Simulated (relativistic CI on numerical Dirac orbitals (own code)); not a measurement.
## Hf2+ (5d2) in a crystal field

Calculated by Dirac-Coulomb-Breit CI, KLI orbitals optimised for each configuration, QED by a radiative potential, valence Slater integrals scaled by 0.9, one configuration in a parametric crystal field (own radial code). With so little scaling, terms lie 10 to 35 % too far apart, which can change the order of excited levels.

Field parameters in Wybourne normalisation: Oh B⁴₀ = 21Dq, B⁴₄ = √(5/14) B⁴₀. The field is a parameter set, without covalency.

S is read from ⟨S²⟩ = S(S + 1).

Levels (cm⁻¹, degeneracy): 0 (2), 364 (3), 2268 (3), 3350 (1), 5588 (3), 5903 (1), 7057 (3), 7334 (2), 9953 (2), 10114 (3), 12188 (3), 12895 (1).

(1) Which field gives this pattern?
A. Oh, 10Dq = 27600 cm⁻¹
B. Oh, 10Dq = 5500 cm⁻¹
C. Oh, 10Dq = 32050 cm⁻¹
D. Oh, 10Dq = 9950 cm⁻¹

## Answers

(1) B. Oh, 10Dq = 5500 cm⁻¹, ground level with S = 0.99.
